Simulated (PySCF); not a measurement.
Vertical excitations of a molecule C2H7ClFNSi from TDA-PBE/def2-SVPD (PySCF 2.14.0), as energy in eV (oscillator strength): 6.24 (0.026), 6.91 (0.012), 6.95 (0.040), 7.23 (0.010), 7.38 (0.038), 7.47 (0.009), 7.58 (0.013), 7.68 (0.003), 7.80 (0.020), 7.90 (0.026). Lowest triplet (TDA): 5.96 eV. Geometry: PBE-D3(BJ)/def2-SVP. The values are those of a single conformer.

Which structure fits?
A) CC[Si@](N)(F)Cl
B) C[C@H](N)[Si@@H](F)Cl
C) CN(C)[Si@H](F)Cl
D) C[Si@](F)(Cl)CN

A, CC[Si@](N)(F)Cl
